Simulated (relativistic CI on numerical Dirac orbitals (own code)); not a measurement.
Ru7+ (4d) in a crystal field

Calculated by Dirac-Coulomb-Breit CI, separate exchange-only KLI orbitals for each configuration, QED by a radiative potential, valence Slater integrals scaled by 0.7, one configuration in a parametric crystal field (own radial code).

Field parameters in Wybourne normalisation: Td as Oh with Dq negative (B⁴₀ = 21Dq, B⁴₄ = √(5/14) B⁴₀). The field is a parameter set, without covalency.

S is read from ⟨S²⟩ = S(S + 1).

Levels (cm⁻¹, degeneracy): 0 (4), 15614 (4), 17870 (2).

(1) Which field gives this pattern?
A. Td, 10Dq = -12850 cm⁻¹
B. Td, 10Dq = -15900 cm⁻¹
C. Td, 10Dq = -18950 cm⁻¹
D. Td, 10Dq = -3800 cm⁻¹

Results:

(1) B. Td, 10Dq = -15900 cm⁻¹, ground level with S = 0.50.
